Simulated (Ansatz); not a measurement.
System: sum formula AlNH2F2 (charge 0, singlet). SMILES: [F][Al]([NH2])[F]
Geometry from a B3LYP-D3(BJ)/def2-TZVP (Ansatz, a program for electronic structure) optimisation:
```
Al
F 1 1.6453
F 1 1.6453 2 118.59
N 1 1.7487 2 120.70 3 -180.00
H 4 1.0070 1 124.49 2 0.00
H 4 1.0070 5 111.03 1 180.00
```
Charge 0, spin multiplicity 1.

Atomisation energy built up term by term with Ansatz (kcal/mol; UHF references for open shells; valence terms freeze the core; atomic spin-orbit terms are left out). CBS marks a two-point X^-3 extrapolation of the correlation energy; Hartree-Fock from the larger set (for Q and 5 zeta extrapolated as (X+1)exp(-9√X)).

| term | basis | kcal/mol |
|---|---|---|
| Hartree-Fock | CBS(cc-pV(Q+d)Z,cc-pV(5+d)Z) | ___ |
| CCSD correlation | CBS(cc-pV(Q+d)Z,cc-pV(5+d)Z) | 152.11 |
| (T) | CBS(cc-pV(Q+d)Z,cc-pV(5+d)Z) | ___ |
| core correlation | cc-pwCVTZ | 0.18 |
| scalar relativity (X2C) | cc-pVTZ-DK against cc-pVTZ | -1.31 |
| sum: De |  | ___ |

Fill in the missing entries.


- Hartree-Fock, kcal/mol: 405.12
- (T), kcal/mol: 10.17
- sum: De, kcal/mol: 566.3
